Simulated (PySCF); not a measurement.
C₂HBF₂, SMILES C#CB(F)F. Atoms are numbered in the order given.

```xyz
6

B      0.0000     0.0000     0.4772
C      0.0000     0.0000    -1.0494
C      0.0000     0.0000    -2.2644
H      0.0000     0.0000    -3.3405
F      0.0000    -1.1264     1.1576
F      0.0000     1.1264     1.1576
```

Coordinates come from a PBE0-D3(BJ)/def2-SVP optimisation.

Level of theory: B3LYP/pcJ-1 run with PySCF.

Isotropic couplings with Fermi-contact, spin-dipole and both spin-orbit terms, one fixed conformer, no vibrational averaging. Isotopes: 11B, 13C, 19F, 1H.

Computed spin–spin coupling constants:
| pair | bonds apart | J (Hz) |
|---|---|---|
| B1–C2 | 1 | 153.9 |
| B1–F5 | 1 | -102.6 |
| B1–F6 | 1 | -102.5 |
| C2–C3 | 1 | 184.6 |
| C3–H4 | 1 | 269.6 |
| B1–C3 | 2 | 28.6 |
| C2–H4 | 2 | 48.3 |
| C2–F5 | 2 | 60.5 |
| C2–F6 | 2 | 60.5 |
| F5–F6 | 2 | -203.7 |
| B1–H4 | 3 | 5.6 |
| C3–F5 | 3 | 15.6 |
| C3–F6 | 3 | 15.5 |
| H4–F5 | 4 | -1.7 |
| H4–F6 | 4 | -1.7 |
